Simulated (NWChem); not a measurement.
System: PbClF, singlet; SMILES [F][Pb][Cl]

The following NWChem deck was run.

```
start job
memory heap 200 mb stack 900 mb global 1100 mb
geometry units angstroms noautoz
  Pb    -0.257064     0.337888     0.000000
  F      1.648011     1.108400     0.000000
  Cl     0.327919    -2.073686     0.000000
end
basis spherical
  * library def2-svp
end
ecp
  Pb library def2-ecp
end
dft
  xc m05-2x
  iterations 150
  mulliken
end
task dft energy
```

Low-valent species are run as closed-shell singlets; no triplet was tried in these runs. Geometry: optimised at PBE0/def2-SVP. def2 effective core potentials on Pb; no spin-orbit coupling.

Give the results of this calculation. (M05-2X/def2-SVP with def2 effective core potentials on Pb.) Quantities: energy (Ha); highest occupied level (eV); orbital gap (eV); dipole (D).


```yaml
energy (Ha): -752.65
highest occupied level (eV): -9.47
orbital gap (eV): 7.46
dipole (D): 4.91
```
